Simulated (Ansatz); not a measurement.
Relaxation of C7H14N2O3S⁻, that is 1-ethyl-3-methylimidazolium mesylate with one electron more with UKS PBE-D4/def2-SVP.

```sh
$ ansatz run in.yaml --threads 4 --pin off --events-out ev --progress --plain --max-ram 6963MiB
```

```yaml
crystal:
  periodic: [false, false, false]
  atoms:
    - {symbol: C, position_ang: [2.871556, 1.551472, 0.601836]}
    - {symbol: C, position_ang: [2.162689, 0.207287, 0.710291]}
    - {symbol: N, position_ang: [0.799506, 0.325929, 1.251838]}
    - {symbol: C, position_ang: [0.325314, -0.202701, 2.436685]}
    - {symbol: C, position_ang: [-1.039547, -0.030977, 2.438341]}
    - {symbol: N, position_ang: [-1.368942, 0.603856, 1.255844]}
    - {symbol: C, position_ang: [-2.708998, 0.828656, 0.717946]}
    - {symbol: C, position_ang: [-0.243761, 0.792614, 0.543226]}
    - {symbol: H, position_ang: [3.892824, 1.396872, 0.201641]}
    - {symbol: H, position_ang: [2.956563, 2.062411, 1.583155]}
    - {symbol: H, position_ang: [2.341574, 2.222749, -0.103684]}
    - {symbol: H, position_ang: [2.034569, -0.263802, -0.292701]}
    - {symbol: H, position_ang: [2.704723, -0.489016, 1.379524]}
    - {symbol: H, position_ang: [0.989082, -0.667087, 3.171140]}
    - {symbol: H, position_ang: [-1.795940, -0.314661, 3.175249]}
    - {symbol: H, position_ang: [-2.679919, 0.519420, -0.352880]}
    - {symbol: H, position_ang: [-2.992011, 1.895681, 0.810249]}
    - {symbol: H, position_ang: [-3.424559, 0.205766, 1.283718]}
    - {symbol: H, position_ang: [-0.203438, 1.169689, -0.486834]}
    - {symbol: C, position_ang: [-0.675495, -2.063629, -3.253707]}
    - {symbol: S, position_ang: [-0.485553, -0.929399, -1.856378]}
    - {symbol: O, position_ang: [-1.574023, 0.110243, -2.034678]}
    - {symbol: O, position_ang: [-0.647995, -1.758693, -0.612819]}
    - {symbol: O, position_ang: [0.896849, -0.332082, -2.009702]}
    - {symbol: H, position_ang: [-0.562403, -1.483245, -4.187607]}
    - {symbol: H, position_ang: [0.109002, -2.839018, -3.176088]}
    - {symbol: H, position_ang: [-1.681658, -2.518316, -3.193605]}
basis:
  gaussian: {orbitals: def2-SVP}
total_charge: -1
magnetization: {spin_polarized: true, initial_magnetization: 1}
hamiltonian: {xc: pbe, dispersion: d4}
scf: {lower_state_search: "off"}
output: {orbitals: {seedname: orbitals}}
relax: {f_tol: 0.03, max_steps: 70}
```

It took 4.2 min on 4 threads of Arm Neoverse V1 on a shared host.

Positions (Å) and forces (eV/Å) at steps 1, 2, 3, 4, 5, 6, 7, 8, 9, 10 of 36:

```xyz
27
step=1 energy=-27402.1124 eV
C     2.872    1.551    0.602    0.161    0.011   -0.101
C     2.163    0.207    0.710   -1.332   -0.213    0.377
N     0.800    0.326    1.252    3.410   -0.950    1.123
C     0.325   -0.203    2.437   -0.288   -0.118    0.372
C    -1.040   -0.031    2.438    0.258   -0.181    0.338
N    -1.369    0.604    1.256   -3.586   -0.448    0.979
C    -2.709    0.829    0.718    1.239   -0.756    0.390
C    -0.244    0.793    0.543    0.312    2.759   -3.265
H     3.893    1.397    0.202    0.170    0.042   -0.065
H     2.957    2.062    1.583   -0.029    0.009    0.047
H     2.342    2.223   -0.104   -0.079   -0.007    0.056
H     2.035   -0.264   -0.293    0.219    0.047   -0.067
H     2.705   -0.489    1.380    0.194   -0.050    0.059
H     0.989   -0.667    3.171    0.015   -0.026    0.046
H    -1.796   -0.315    3.175   -0.010   -0.026    0.051
H    -2.680    0.519   -0.353   -0.151    0.075    0.037
H    -2.992    1.896    0.810   -0.242    0.564   -0.089
H    -3.425    0.206    1.284   -0.152   -0.016    0.024
H    -0.203    1.170   -0.487   -0.021   -0.248    0.381
C    -0.675   -2.064   -3.254   -0.020   -0.118   -0.160
S    -0.486   -0.929   -1.856    0.130    1.000    1.479
O    -1.574    0.110   -2.035   -0.118   -0.377   -0.667
O    -0.648   -1.759   -0.613   -0.087   -0.531   -0.614
O     0.897   -0.332   -2.010    0.017   -0.368   -0.642
H    -0.562   -1.483   -4.188   -0.001   -0.008   -0.052
H     0.109   -2.839   -3.176    0.017   -0.038   -0.018
H    -1.682   -2.518   -3.194   -0.028   -0.030   -0.019
27
step=2 energy=-27402.5877 eV
C     2.906    1.546    0.623    0.146    0.080   -0.067
C     2.159    0.219    0.751   -0.711   -0.070    0.107
N     0.828    0.397    1.318    1.427   -0.482    0.380
C     0.331   -0.152    2.491   -0.206   -0.144    0.066
C    -1.035    0.009    2.491    0.148   -0.156    0.014
N    -1.389    0.655    1.315   -1.353   -0.319    0.270
C    -2.714    0.828    0.761    0.683   -0.165    0.139
C    -0.227    0.967    0.622    0.032    1.607   -0.775
H     3.918    1.389    0.190    0.000    0.011   -0.005
H     3.015    2.051    1.606    0.011    0.005    0.005
H     2.352    2.227   -0.056    0.012    0.002    0.052
H     2.023   -0.234   -0.262    0.073   -0.044    0.039
H     2.711   -0.491    1.402    0.034   -0.014   -0.007
H     0.985   -0.665    3.206   -0.027    0.033    0.020
H    -1.790   -0.331    3.209    0.042    0.019    0.016
H    -2.675    0.523   -0.312   -0.099   -0.001    0.039
H    -3.046    1.898    0.828   -0.108    0.084   -0.042
H    -3.432    0.190    1.312   -0.061    0.006    0.005
H    -0.194    1.289   -0.419   -0.037   -0.424   -0.130
C    -0.684   -2.115   -3.341   -0.018   -0.126   -0.154
S    -0.499   -0.985   -1.936    0.031    0.477    0.619
O    -1.603    0.032   -2.146    0.085   -0.177   -0.098
O    -0.668   -1.858   -0.725    0.010    0.031   -0.228
O     0.888   -0.406   -2.117   -0.098   -0.122   -0.104
H    -0.570   -1.528   -4.271   -0.007   -0.044   -0.053
H     0.103   -2.887   -3.260   -0.010   -0.034   -0.054
H    -1.690   -2.570   -3.279    0.000   -0.035   -0.054
27
step=3 energy=-27402.7765 eV
C     2.948    1.512    0.615    0.033    0.056   -0.031
C     2.134    0.217    0.769    0.116    0.097   -0.105
N     0.846    0.466    1.368   -0.423    0.262   -0.013
C     0.328   -0.109    2.527    0.029   -0.157   -0.192
C    -1.038    0.030    2.519   -0.126   -0.162   -0.259
N    -1.416    0.680    1.347    0.772    0.238   -0.040
C    -2.723    0.780    0.773   -0.121    0.392   -0.094
C    -0.221    1.144    0.685   -0.287   -0.008    0.275
H     3.938    1.327    0.137   -0.150   -0.014    0.058
H     3.109    2.008    1.598    0.023   -0.040   -0.055
H     2.383    2.221   -0.028    0.083   -0.029    0.037
H     1.983   -0.236   -0.243   -0.051   -0.036    0.091
H     2.687   -0.512    1.405   -0.099    0.023   -0.025
H     0.973   -0.648    3.233   -0.052    0.089   -0.009
H    -1.788   -0.355    3.225    0.101    0.068   -0.031
H    -2.679    0.462   -0.295    0.003   -0.028    0.024
H    -3.121    1.845    0.801    0.100   -0.359    0.012
H    -3.436    0.128    1.319    0.045    0.014    0.014
H    -0.214    1.243   -0.422    0.003   -0.390    0.331
C    -0.680   -2.119   -3.344   -0.015   -0.129   -0.152
S    -0.493   -0.933   -1.973   -0.069   -0.144   -0.361
O    -1.610    0.054   -2.244    0.209   -0.022    0.285
O    -0.659   -1.791   -0.752    0.053    0.286    0.046
O     0.895   -0.376   -2.209   -0.163    0.066    0.266
H    -0.572   -1.571   -4.301   -0.006   -0.039    0.001
H     0.108   -2.889   -3.244   -0.010   -0.014   -0.037
H    -1.683   -2.578   -3.267    0.005   -0.019   -0.036
27
step=4 energy=-27402.8518 eV
C     2.969    1.526    0.629   -0.027   -0.019    0.008
C     2.117    0.255    0.789    0.194    0.055   -0.120
N     0.845    0.525    1.408   -0.413    0.260    0.062
C     0.326   -0.090    2.543    0.045   -0.148   -0.100
C    -1.039    0.034    2.528   -0.111   -0.090   -0.160
N    -1.413    0.723    1.382    0.647    0.147    0.085
C    -2.714    0.803    0.796   -0.218    0.192   -0.121
C    -0.227    1.183    0.713   -0.183   -0.129   -0.163
H     3.938    1.305    0.128   -0.080   -0.008    0.028
H     3.175    2.003    1.613    0.004   -0.036   -0.046
H     2.421    2.264    0.007    0.038   -0.021    0.015
H     1.938   -0.199   -0.217   -0.016   -0.015    0.034
H     2.656   -0.492    1.414   -0.046    0.016   -0.021
H     0.974   -0.615    3.255   -0.016    0.040    0.020
H    -1.784   -0.355    3.233    0.029    0.038    0.019
H    -2.659    0.481   -0.271   -0.003   -0.037    0.007
H    -3.134    1.850    0.821    0.087   -0.183    0.005
H    -3.417    0.138    1.339    0.032    0.004   -0.005
H    -0.232    1.127   -0.403    0.037   -0.081    0.384
C    -0.684   -2.143   -3.408   -0.011   -0.083   -0.123
S    -0.501   -0.980   -2.010   -0.027    0.077   -0.137
O    -1.616    0.019   -2.246    0.164   -0.116    0.164
O    -0.663   -1.850   -0.798    0.032    0.178    0.017
O     0.883   -0.404   -2.219   -0.158   -0.040    0.152
H    -0.578   -1.580   -4.355   -0.001   -0.011    0.008
H     0.105   -2.915   -3.326   -0.003    0.006   -0.006
H    -1.686   -2.610   -3.345    0.003    0.002   -0.007
27
step=5 energy=-27402.8821 eV
C     2.980    1.533    0.629   -0.043   -0.042    0.029
C     2.106    0.281    0.785    0.111   -0.015   -0.066
N     0.841    0.562    1.424   -0.092    0.102    0.109
C     0.321   -0.108    2.528    0.042   -0.026   -0.027
C    -1.044    0.012    2.508   -0.025   -0.053   -0.108
N    -1.406    0.742    1.386    0.131    0.101    0.108
C    -2.704    0.806    0.781   -0.114   -0.028   -0.050
C    -0.230    1.202    0.720   -0.054   -0.058   -0.070
H     3.930    1.290    0.106   -0.020    0.007    0.000
H     3.222    1.986    1.616   -0.005   -0.013   -0.032
H     2.443    2.296    0.029    0.015   -0.009    0.005
H     1.906   -0.166   -0.219   -0.001   -0.006   -0.002
H     2.633   -0.484    1.397   -0.005    0.009   -0.003
H     0.969   -0.617    3.250    0.000    0.012    0.009
H    -1.789   -0.364    3.219   -0.006   -0.003    0.000
H    -2.638    0.468   -0.280    0.007   -0.013   -0.008
H    -3.129    1.842    0.796    0.032   -0.002   -0.007
H    -3.403    0.138    1.325    0.010    0.004    0.009
H    -0.226    1.091   -0.385    0.018    0.036    0.088
C    -0.687   -2.144   -3.409   -0.004   -0.046   -0.062
S    -0.511   -0.997   -1.991    0.006    0.176    0.041
O    -1.623    0.006   -2.206    0.075   -0.123    0.021
O    -0.671   -1.869   -0.782    0.009    0.052   -0.033
O     0.870   -0.410   -2.178   -0.091   -0.081    0.017
H    -0.580   -1.568   -4.349    0.001    0.008    0.016
H     0.104   -2.915   -3.339    0.000    0.007    0.009
H    -1.687   -2.615   -3.359    0.002    0.006    0.008
27
step=6 energy=-27402.8854 eV
C     2.963    1.519    0.613    0.167    0.053   -0.077
C     2.095    0.274    0.776   -0.025    0.036   -0.057
N     0.844    0.589    1.436   -0.007    0.079    0.109
C     0.317   -0.150    2.491   -0.143   -0.114   -0.003
C    -1.050   -0.069    2.437    0.093    0.199    0.090
N    -1.401    0.766    1.388   -0.034   -0.180    0.068
C    -2.698    0.820    0.769   -0.044   -0.005   -0.131
C    -0.225    1.243    0.738    0.042   -0.048    0.029
H     3.879    1.292    0.027   -0.005    0.016    0.022
H     3.262    1.934    1.600    0.003    0.019   -0.011
H     2.400    2.307    0.073    0.002   -0.021   -0.010
H     1.875   -0.180   -0.220    0.005    0.012   -0.010
H     2.620   -0.489    1.391   -0.005   -0.008   -0.008
H     0.962   -0.635    3.233   -0.020   -0.073   -0.067
H    -1.803   -0.485    3.114   -0.017    0.006    0.031
H    -2.627    0.462   -0.286   -0.033    0.012    0.006
H    -3.110    1.861    0.769    0.031   -0.029   -0.028
H    -3.399    0.168    1.327    0.000    0.016   -0.001
H    -0.209    1.151   -0.368    0.002    0.046    0.043
C    -0.677   -2.154   -3.354   -0.002    0.013    0.018
S    -0.499   -0.954   -1.975    0.034    0.009    0.122
O    -1.621    0.026   -2.211   -0.040   -0.015   -0.016
O    -0.636   -1.781   -0.730   -0.006    0.031   -0.104
O     0.872   -0.362   -2.193   -0.003   -0.037   -0.024
H    -0.581   -1.608   -4.312   -0.003   -0.017    0.029
H     0.120   -2.916   -3.258    0.004   -0.002   -0.011
H    -1.674   -2.629   -3.275    0.005    0.001   -0.010
27
step=7 energy=-27402.9008 eV
C     2.973    1.529    0.608    0.067    0.072   -0.030
C     2.089    0.295    0.776   -0.038   -0.047   -0.043
N     0.845    0.606    1.460    0.084   -0.095    0.108
C     0.308   -0.185    2.478   -0.087    0.081    0.040
C    -1.057   -0.073    2.443    0.138    0.038   -0.091
N    -1.402    0.773    1.398   -0.133   -0.043    0.123
C    -2.690    0.818    0.754    0.020   -0.007   -0.042
C    -0.223    1.274    0.776    0.003   -0.055    0.015
H     3.885    1.289    0.018   -0.034    0.002    0.029
H     3.283    1.944    1.592   -0.005    0.007   -0.026
H     2.418    2.322    0.067    0.021   -0.016    0.001
H     1.852   -0.147   -0.222    0.006    0.008   -0.004
H     2.615   -0.481    1.373    0.004    0.002   -0.002
H     0.951   -0.720    3.190   -0.039    0.009   -0.063
H    -1.814   -0.497    3.113    0.004   -0.012   -0.018
H    -2.606    0.448   -0.295   -0.005    0.004    0.006
H    -3.100    1.858    0.735    0.010    0.002   -0.020
H    -3.400    0.174    1.310   -0.003    0.014    0.003
H    -0.196    1.214   -0.331   -0.013    0.022   -0.008
C    -0.680   -2.167   -3.343    0.004    0.020    0.037
S    -0.504   -0.958   -1.970    0.036   -0.007    0.100
O    -1.628    0.018   -2.213   -0.050    0.010   -0.018
O    -0.641   -1.776   -0.719   -0.008    0.020   -0.077
O     0.866   -0.366   -2.190    0.017   -0.016   -0.023
H    -0.584   -1.623   -4.302   -0.002   -0.012    0.012
H     0.120   -2.926   -3.244    0.001    0.000   -0.007
H    -1.676   -2.642   -3.264    0.004    0.000   -0.005
27
step=8 energy=-27402.9062 eV
C     2.973    1.529    0.591   -0.011    0.040    0.002
C     2.086    0.295    0.771   -0.030   -0.041    0.004
N     0.846    0.603    1.468    0.056   -0.041    0.042
C     0.302   -0.203    2.472   -0.015    0.023   -0.002
C    -1.062   -0.093    2.431    0.059   -0.003   -0.061
N    -1.407    0.769    1.401   -0.065    0.000    0.063
C    -2.688    0.816    0.740    0.017   -0.008   -0.002
C    -0.223    1.278    0.792   -0.007   -0.016    0.001
H     3.886    1.279    0.011   -0.017   -0.008    0.011
H     3.278    1.962    1.569   -0.010   -0.007   -0.016
H     2.422    2.313    0.033    0.014   -0.013    0.000
H     1.843   -0.147   -0.225   -0.001    0.011    0.003
H     2.618   -0.481    1.364    0.008    0.008    0.005
H     0.940   -0.769    3.163   -0.031    0.031   -0.034
H    -1.822   -0.541    3.083    0.017    0.005   -0.016
H    -2.596    0.436   -0.304    0.001    0.000    0.003
H    -3.088    1.860    0.704    0.019   -0.006   -0.004
H    -3.410    0.185    1.296   -0.004    0.013    0.008
H    -0.195    1.240   -0.316   -0.004    0.016    0.009
C    -0.676   -2.160   -3.309    0.004    0.013    0.027
S    -0.502   -0.935   -1.950    0.019   -0.048    0.004
O    -1.629    0.035   -2.207   -0.021    0.011   -0.008
O    -0.638   -1.741   -0.693   -0.007    0.014   -0.030
O     0.868   -0.346   -2.180    0.008    0.003   -0.011
H    -0.582   -1.628   -4.275    0.000   -0.001   -0.002
H     0.125   -2.917   -3.204    0.001    0.002    0.002
H    -1.671   -2.638   -3.226   -0.001    0.000    0.003
27
step=9 energy=-27402.9094 eV
C     2.961    1.531    0.575   -0.020    0.004    0.006
C     2.078    0.297    0.771   -0.022    0.001    0.015
N     0.848    0.605    1.487   -0.002   -0.026    0.022
C     0.296   -0.233    2.461    0.025    0.010   -0.053
C    -1.066   -0.128    2.412   -0.023    0.015   -0.029
N    -1.409    0.776    1.417   -0.015   -0.013    0.035
C    -2.680    0.829    0.737    0.013   -0.006   -0.002
C    -0.220    1.300    0.829   -0.002   -0.014    0.011
H     3.873    1.272   -0.003    0.003   -0.001   -0.001
H     3.267    1.978    1.545   -0.011   -0.011   -0.007
H     2.412    2.307    0.004    0.004   -0.008   -0.001
H     1.823   -0.146   -0.222    0.003   -0.001    0.010
H     2.620   -0.477    1.358    0.006    0.012    0.001
H     0.928   -0.829    3.132   -0.004    0.017   -0.007
H    -1.828   -0.604    3.042    0.027    0.021   -0.022
H    -2.582    0.433   -0.302   -0.007   -0.003    0.013
H    -3.060    1.878    0.679    0.018   -0.014    0.005
H    -3.419    0.220    1.296    0.002    0.018   -0.004
H    -0.188    1.300   -0.281    0.000   -0.008    0.012
C    -0.669   -2.170   -3.284    0.005    0.016    0.017
S    -0.496   -0.919   -1.948    0.001   -0.038   -0.037
O    -1.628    0.041   -2.218    0.002    0.008    0.010
O    -0.627   -1.706   -0.678   -0.005    0.008   -0.001
O     0.871   -0.330   -2.191    0.002    0.013    0.003
H    -0.580   -1.654   -4.259    0.000   -0.004    0.000
H     0.136   -2.921   -3.169   -0.001    0.004    0.002
H    -1.662   -2.650   -3.190    0.002    0.001    0.003
27
step=10 energy=-27402.9108 eV
C     2.949    1.529    0.560   -0.010   -0.006   -0.004
C     2.076    0.290    0.771   -0.005    0.018    0.007
N     0.849    0.599    1.493   -0.037   -0.041    0.001
C     0.293   -0.256    2.449    0.023    0.018   -0.025
C    -1.069   -0.147    2.401   -0.036    0.008   -0.011
N    -1.410    0.775    1.422    0.021   -0.016    0.023
C    -2.678    0.834    0.736   -0.004    0.002   -0.002
C    -0.219    1.300    0.839    0.001    0.015   -0.004
H     3.865    1.268   -0.010    0.004    0.003   -0.001
H     3.246    1.992    1.525   -0.005   -0.006   -0.002
H     2.396    2.292   -0.025   -0.001   -0.007    0.000
H     1.819   -0.162   -0.217    0.005   -0.001    0.011
H     2.627   -0.472    1.364    0.001    0.007    0.001
H     0.921   -0.860    3.114    0.006    0.006    0.001
H    -1.832   -0.630    3.024    0.017    0.014   -0.016
H    -2.585    0.416   -0.295   -0.009    0.008    0.018
H    -3.035    1.890    0.657    0.015   -0.030   -0.001
H    -3.430    0.253    1.307    0.011    0.019   -0.009
H    -0.187    1.310   -0.271    0.001   -0.006    0.026
C    -0.661   -2.166   -3.265    0.004    0.016    0.010
S    -0.489   -0.900   -1.944   -0.011   -0.027   -0.047
O    -1.625    0.054   -2.221    0.015   -0.004    0.013
O    -0.615   -1.675   -0.666   -0.003    0.000   -0.003
O     0.876   -0.309   -2.196   -0.005    0.009    0.004
H    -0.577   -1.663   -4.248    0.000   -0.006    0.007
H     0.147   -2.913   -3.143   -0.002    0.005    0.000
H    -1.651   -2.649   -3.162    0.004    0.003    0.002
```

The highest occupied level of the relaxed charge -1 doublet lies above zero (up to 2.08 eV). By energy differences it is unbound by 0.27 eV (each at its own geometry, against the charge 0 singlet, at PBE-D4/def2-SVP) and held by the finite basis.
